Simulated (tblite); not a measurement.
Species: C5H2N3O (doublet state).
Atom-mapped SMILES: `[CH:1]#[C:2][c:3]1[n:4][c:5][n:6]([CH:7]=[O:8])[n:9]1` (hydrogens: H10 on C1; H11 on C7)

Structure used (GFN2-xTB), in Å, numbered top down from 1:
```
atom  x, y, z in Å
C1     3.230    0.000   -1.025
C2     2.060   -0.091   -0.766
C3     0.693   -0.239   -0.500
N4    -0.079   -1.206   -1.126
C5    -1.235   -1.020   -0.629
N6    -1.263   -0.003    0.273
C7    -2.302    0.515    1.029
O8    -3.421    0.107    0.995
N9     0.003    0.496    0.344
H10    4.254    0.097   -1.233
H11   -1.935    1.346    1.652
```

Calculated harmonic vibrations of the isolated species, GFN2-xTB (tblite), most abundant isotopes, no scaling. Against measured fundamentals such values can be off by several per cent, at times by over 20. One conformer, not necessarily the lowest. Open shells enter through the occupations alone, without spin polarisation, and single modes of such species can be off by tens of per cent.

Harmonic wavenumbers (cm⁻¹): 83.6, 110.2, 183.9, 203.8, 235.9, 404.3, 426.3, 498.6, 568.2, 624.3, 624.9, 671.2, 709.2, 751.5, 929.2, 973.9, 1005.0, 1125.2, 1218.5, 1318.9, 1335.8, 1496.6, 1572.6, 1793.8, 2240.2, 2850.5, 3389.6.

A = 7679, B = 946.3, C = 842.5 MHz; mass 120.020 u (most abundant isotopes); point group Cs, symmetry number 1; spin multiplicity 2.

**Question.** What is the zero-point energy?

**Answer.** ½Σν̃ = 13673 cm⁻¹ = 39.09 kcal/mol.

**Question.** Entropy at 273.15 K, 1 bar (ideal gas, RRHO, classical rotation)?

**Answer.** Translation 39.85, rotation 28.09, vibration 16.69, spin (R ln 2) 1.38: S = 86.0 cal/(mol K).

**Question.** And Cp and H(273.15 K) − H(0)?

**Answer.** Cp = 27.45 cal/(mol K), of which vibrations give 19.50 (their classical limit is 27 R = 53.7); H(273.15 K) − H(0) = 4.76 kcal/mol without the zero-point energy, 2.59 from vibrations.

**Question.** What must be added to the electronic energy to get the Gibbs energy at 273.15 K and 1 bar?

**Answer.** ZPE + [H(273.15 K) − H(0)] − T·S = 39.09 + 4.76 − 23.50 = 20.35 kcal/mol.

**Question.** Blend soft modes into free rotors: weight 1/[1 + (100 cm⁻¹/ν̃)⁴] for the oscillator and the rest for a rotor with moment μB/(μ + B), μ = h/(8π²ν), B = 10⁻⁴⁴ kg m². What vibrational entropy results?

**Answer.** 16.08 cal/(mol K) in place of 16.69, which changes −T·S at 273.15 K by +0.17 kcal/mol.

Hindered rotation and anharmonicity are outside this model. Other conformers, if any are populated, would add a mixing term that is left out.
